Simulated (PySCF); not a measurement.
B(F)(Me)(SH) (CH4BFS), SMILES CB(S)F.

Geometry optimised at B3LYP-D3(BJ)/def2-SVP. Other conformers were not sampled.

These are PBE/def2-TZVPD (PySCF) values and carry that method's errors.

Isolated molecule, no solvent.

```yaml
total_energy: -563.21231 hartree
point_group: Cs
highest_occupied_level: -6.86 eV
lowest_empty_level: -1.28 eV
orbital_gap: 5.58 eV
dipole_moment: 1.90 D
quadrupole, principal values (traceless, Buckingham form, about the centre of nuclear charge): -0.35, -0.28, 0.63 D·Å
mean_static_polarisability: 51.7 bohr³ (7.66 Å³)
polarisability_principal_values: 42.3, 48.8, 64.0 bohr³
```
